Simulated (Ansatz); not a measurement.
C$_{5}$H$_{14}$InN, SMILES `C[CH2][In]([NH2])[CH](C)C`. The species carries charge 0 and has multiplicity 1. Correlated methods include outer-core shells of In, which these sets cover unevenly. In takes the def2 core potential.

```xyz
21

C    -1.862    1.890    1.521
C    -2.321    0.681    0.716
In   -0.755   -0.382   -0.334
N    -1.330   -2.134   -1.171
C     1.355    0.062   -0.648
C     2.048   -1.060   -1.407
C     2.066    0.375    0.663
H    -1.149    1.613    2.302
H    -1.369    2.636    0.891
H    -2.700    2.392    2.016
H    -3.060    0.974   -0.036
H    -2.822   -0.049    1.360
H    -0.719   -2.742   -1.691
H    -2.259   -2.519   -1.122
H     1.370    0.966   -1.269
H     2.028   -1.999   -0.845
H     3.103   -0.819   -1.590
H     1.583   -1.252   -2.378
H     1.614    1.219    1.191
H     3.121    0.626    0.487
H     2.058   -0.481    1.345
```

Question: Give the diagnostics of a CCSD(T)/def2-TZVPP run (frozen core, Ansatz 0.2.0). (An estimate is asked.)

Answer: The calculation gave: T1 = 0.0123, largest single amplitude 0.037, largest double 0.022, (T) share of the correlation energy 3.7 %, 10 CCSD cycles. The RHF solution is stable towards an unrestricted one. T1 lies under the customary mark of 0.02 for closed shells.
